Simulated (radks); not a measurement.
Effect of the nuclear size on the praseodymium ion Pr+, [Xe] 4f3 6s1. Method: Dirac Kohn-Sham, exchange-only LDA, spin-unpolarised, spherical densities, finite nucleus; open shells fill j = l - 1/2 first; Fermi nuclear charge, rms radius 4.8919 fm; computed with a radial shooting solver on a logarithmic mesh with Libxc functionals. The rms radius is varied about that value; shifts are against it.

rms radius (fm)  total energy shift (eV)  density at nucleus (e/bohr^3)  1s1/2 shift (meV)  2s1/2 shift (meV)  5s1/2 shift (meV)  5p1/2 shift (meV)  6s1/2 shift (meV)  4f5/2 shift (meV)  6p1/2 (empty) shift (meV)
4.0603                             -3.63                      4.322e+05              -1510               -186              -1.39              0.137             -0.135              0.246                      0.039
4.7403                            -0.701                       4.18e+05               -291              -35.9             -0.269              0.027             -0.026              0.048                      0.008
4.8919                                 0                      4.152e+05              0.000              0.000              0.000              0.000              0.000              0.000                      0.000
5.1414                              1.19                      4.108e+05                495               61.0              0.458             -0.045              0.044             -0.081                     -0.013
5.9045                              5.12                      3.987e+05               2130                262               1.97             -0.194              0.190             -0.348                     -0.055

Slopes of the eigenvalues against <r^2> in GHz/fm^2, as finite differences over the two radii next to the reference (eigenvalue slopes, not the field-shift constants of lines): 1s1/2 47900, 2s1/2 5910, 5s1/2 44.4, 5p1/2 -4.37, 6s1/2 4.28, 4f5/2 -7.84.
